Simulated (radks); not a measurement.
Results of a calculation; reference values are marked as such.
Al2+, configuration [He] 2s2 2p(1/2: 1, 3/2: 4) 3s2 (not the ground configuration).

Code: a radial shooting solver on a logarithmic mesh with Libxc functionals. Model: Dirac Kohn-Sham, PBE, spin-unpolarised, spherical densities, finite nucleus; Fermi nuclear charge, rms radius 3.061 fm.

Energy parts (Ry):
total: -478.09986
kinetic: 479.22911
electron-nucleus: -1116.54035
Hartree: 193.64393
exchange-correlation: -34.43254

Orbitals (lengths in bohr, moments of r in powers of bohr; r(90%) holds 90 % of the orbital's charge):
| orbital | occ. | eigenvalue (Ry) | r(90%) |
|---|---|---|---|
| 1s1/2 | 2 | -114.5542 | 0.215 |
| 2s1/2 | 2 | -10.73357 | 0.954 |
| 2p1/2 | 1 | -7.98446 | 0.955 |
| 2p3/2 | 4 | -7.94886 | 0.958 |
| 3s1/2 | 2 | -2.01645 | 3.02 |

The highest occupied level is 3s1/2 at -27.435 eV. The density falls to 0.001 e/bohr^3 at r = 3.51 bohr. The electron density at the nucleus is 1514 e/bohr^3.
